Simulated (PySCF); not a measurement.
C₃H₉Hf, SMILES [CH3][Hf]([CH3])[CH3] (connectivity only; charge and spin as stated), neutral, multiplicity 2.

Geometry: PBE0-D3(BJ)/def2-SVP. The spin state was assumed, not searched. The def2 effective core potentials stand for the cores of Hf; spin–orbit coupling is left out.

All values below come from r2SCAN/def2-TZVP in PySCF.

The molecule is in vacuum.

Estimate the frontier levels, dipole moment and polarisability. (An estimate is asked for; the answer gives what the named calculation found.)


| Quantity | Value |
|---|---|
| α spin, highest occupied and lowest empty level | -4.02 and -1.51 eV |
| β spin, highest occupied and lowest empty level | -6.22 and -1.77 eV |
| dipole moment | 0.38 D |
| quadrupole, principal values (traceless, Buckingham form, about the centre of nuclear charge) | -0.94, -0.93, 1.87 D·Å |
| mean static polarisability | 96.0 bohr³ (14.23 Å³) |
| polarisability, principal values | 95.1, 96.5, 96.5 bohr³ |
| ⟨S²⟩ | 0.752 (pure state 0.75) |
